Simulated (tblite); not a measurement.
Isomers of C4H9NO2Si. Level: GFN2-xTB in tblite, geometry and Hessian alike; calculated harmonic values, unscaled, isolated species. This tight-binding method is rough: wavenumbers can miss measured ones by several per cent, in bad cases by 10 to 20. Modes of hydrogen on silicon can be 10 to 20 % off. One conformer each.

Electronic energies: GFN2-xTB at the same geometries; isomer energies are rough at this level and their order can be wrong.

| SMILES | electronic energy, lowest = 0 (kJ/mol) |
| --- | --- |
| [H]/N=C\[SiH]1OCCCO1 | 92.7 |
| C=N[SiH]1OCCCO1 | 0.0 |
| C[C@@H]1C[Si@@H](C(N)=O)O1 | 185.5 |
| O=C1NCC[C@H]1O[SiH3] | 10.4 |

Task: How do GFN2-xTB zero-point energies change the relative energies?

Result: 
```tsv
SMILES	ZPE (kJ/mol)	of it from modes above 1550 cm⁻¹	electronic (kJ/mol)	with ZPE, lowest = 0 (kJ/mol)	lowest mode (cm⁻¹)	rings
C=N[SiH]1OCCCO1	343.0	164.6	0.0	0.0	64	1
O=C1NCC[C@H]1O[SiH3]	332.9	160.5	10.4	0.3	64	1
[H]/N=C\[SiH]1OCCCO1	344.2	166.7	92.7	93.9	30	1
C[C@@H]1C[Si@@H](C(N)=O)O1	340.3	173.9	185.5	182.7	40	1
```

The zero-point energies span 11.3 kJ/mol, from `O=C1NCC[C@H]1O[SiH3]` to `[H]/N=C\[SiH]1OCCCO1`. The order is unchanged.

Task: What do entropy and thermal enthalpy add at 298.15 K and 1 bar (rigid rotor, harmonic oscillator, one conformer each)?

Result: 
| SMILES | point group | symmetry number | S (J/(mol K)) | H − H(0) (kJ/mol) | ZPE + H − H(0) − TS (kJ/mol) |
| --- | --- | --- | --- | --- | --- |
| C=N[SiH]1OCCCO1 | Cs | 1 | 387.5 | 25.93 | 253.4 |
| O=C1NCC[C@H]1O[SiH3] | C1 | 1 | 383.2 | 25.54 | 244.1 |
| [H]/N=C\[SiH]1OCCCO1 | C1 | 1 | 402.1 | 26.62 | 250.9 |
| C[C@@H]1C[Si@@H](C(N)=O)O1 | C1 | 1 | 406.8 | 28.11 | 247.1 |
